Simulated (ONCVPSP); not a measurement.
**How hard is this molybdenum (Mo) ONCV potential?**

Mo, optimised norm-conserving Vanderbilt (ONCV), made with ONCVPSP 4.0.1 (PBE, fully relativistic). Core [Ar] 3d10, reference 4s2 4p6 4d6. Waves: 4s: rc 1.75 bohr, ncon 3, nbas 8, qcut 6.7 1/bohr, 1 projector; 4p: rc 1.35 bohr, ncon 3, nbas 6, qcut 6.3 1/bohr, 2 projectors, debl 2 Ha; 4d: rc 1.60 bohr, ncon 4, nbas 9, qcut 5.2 1/bohr, 2 projectors, debl 1.4 Ha. Local part: polynomial inside 0.90 bohr (lpopt 5, dvloc0 0 Ha). Core correction: none.

Open shells are filled in proportion to 2j + 1.

Task: For each optimised wave give the share of its norm inside rc, the residual kinetic energy above qcut (Ha) and the cutoffs (Ha) for errors of 10, 1, 0.1 and 0.01 mHa per electron.

Result:

| wave | norm inside rc | residual KE | 10 mHa | 1 mHa | 0.1 mHa | 0.01 mHa |
| --- | --- | --- | --- | --- | --- | --- |
| 4s | 0.937 | 3.5e-06 | 11.1 | 15.5 | 18.6 | 21.0 |
| 4p j=3/2 | 0.633 | 1.0e-03 | 8.8 | 20.2 | 63.3 | not reached |
| p projector 2 j=3/2 | 0.109 | 6.8e-04 | 8.4 | 18.3 | 37.9 | 70.5 |
| 4p j=1/2 | 0.661 | 9.0e-04 | 9.2 | 19.4 | 62.9 | not reached |
| p projector 2 j=1/2 | 0.107 | 6.1e-04 | 8.8 | 17.4 | 37.8 | 69.5 |
| 4d j=5/2 | 0.370 | 6.3e-03 | 12.7 | 35.4 | 113.2 | 129.2 |
| d projector 2 j=5/2 | 0.200 | 1.4e-02 | 14.2 | 25.0 | 73.8 | 150.3 |
| 4d j=3/2 | 0.382 | 7.0e-03 | 12.8 | 42.0 | 113.9 | 130.8 |
| d projector 2 j=3/2 | 0.200 | 1.5e-02 | 14.3 | 25.6 | 75.8 | 151.2 |

The occupied waves need 42 Ha and 114 Ha for 1 and 0.1 mHa. Note: ghosts flagged at negative energy: s at -62.9 eV, d5/2 at -387.4 eV; GHOST(+) flagged for d3/2 at 78.7 eV. A true bound ghost makes a file unfit for plane-wave use. 4 of 4 tests not solved or not reliable.
